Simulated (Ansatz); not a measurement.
Reaction (dimerisation): 2 `FB(F)Cl` → `F[B-]1(F)[Cl+][B-](F)(F)[Cl+]1`

Gas-phase electronic energies from Ansatz, PBE0-D4/def2-TZVP geometries. CBS: MP2 limit from def2 TZ/QZ plus the TZ coupled-cluster correction, frozen cores. DFT in def2-TZVPP.

(1) Is it downhill or uphill in electronic energy at CCSD(T)/CBS, and by how much? (Estimate.)

(2) What do these levels give: LDA (SPW92), PBE0-D4, B2PLYP, r2SCAN0, SCS-MP2/def2-TZVPP, CCSD/CBS(def2)? (Estimate.)

Largest T1 diagnostic among the species: 0.012.

Answers

(1) Computed: Uphill: ΔE = +12.5 kcal/mol.

(2) Ansatz gave: LDA (SPW92) -2.4, PBE0-D4 9.0, B2PLYP 16.6, r2SCAN0 10.8, SCS-MP2/def2-TZVPP 15.5, CCSD/CBS(def2) 15.4 kcal/mol.

At CCSD(T), def2-SVP lies +1.0 kcal/mol from the extrapolated value and def2-TZVPP +1.2 kcal/mol. From PBE to PBE0 (25 % exact exchange), in def2-TZVPP and without D4, ΔE moves by +1.2 kcal/mol. Leaving LDA and LC-ωPBE aside and taking each functional with its dispersion term where it has one, the values, not all of them listed here, spread over 9.3 kcal/mol, from PBE-D4 to B2PLYP. LDA lies −12.6 kcal/mol from PBE without D4.
